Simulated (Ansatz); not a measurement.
Isolated molecules relaxed with PBE0-D4/def2-TZVP in Ansatz; ΔE leaves out vibrations. CBS: MP2 limit from def2 TZ/QZ plus the TZ coupled-cluster correction, frozen cores. DFT in def2-TZVPP. B3LYP here is the variant with VWN-RPA as its local correlation; programs differ in this. Elements past krypton have def2 core potentials. For Ge, I outer-core shells are correlated without core-valence functions, which leaves a few kJ/mol of doubt a bond. Scalar relativity is left out up to krypton. Each species was taken in one conformer, which may not be the lowest.

Consider the redistribution: `C=CBI` + `[OH][GeH2][SiH2][SiH3]` → `C=CB[SiH2][SiH3]` + `[OH][GeH2][I]`.

| level | ΔE (kcal/mol) | difference from CCSD(T)/CBS |
| --- | --- | --- |
| PBE-D4 | 4.1 | -0.4 |
| r2SCAN-D4 | 3.6 | -0.9 |
| PBE0-D4 | 3.5 | -1.0 |
| B3LYP-D4 | 3.1 | -1.4 |
| ωB97X-V | 2.9 | -1.6 |
| ωB97M-V | 3.1 | -1.4 |
| B2PLYP | 3.5 | -1.0 |
| PBE | 3.9 | -0.6 |
| r2SCAN | 3.5 | -1.0 |
| HF/def2-TZVPP | 0.6 | -3.9 |
| SCS-MP2/def2-TZVPP | 4.4 | -0.1 |
| CCSD(T)/def2-TZVPP | 4.8 | 0.3 |
| HF/def2-QZVPP | 0.4 | -4.1 |
| MP2/def2-QZVPP | 5.0 | 0.5 |
| MP2/CBS(def2) | 4.9 | 0.4 |
| CCSD/CBS(def2) | 3.9 | -0.6 |
| CCSD(T)/CBS | 4.5 | 0 |

Largest T1 diagnostic among the species: 0.013.

In def2-TZVPP, CCSD(T) changes the Hartree–Fock value by +4.3 kcal/mol (the triples alone add +0.6 kcal/mol) and MP2 by +4.6 kcal/mol.
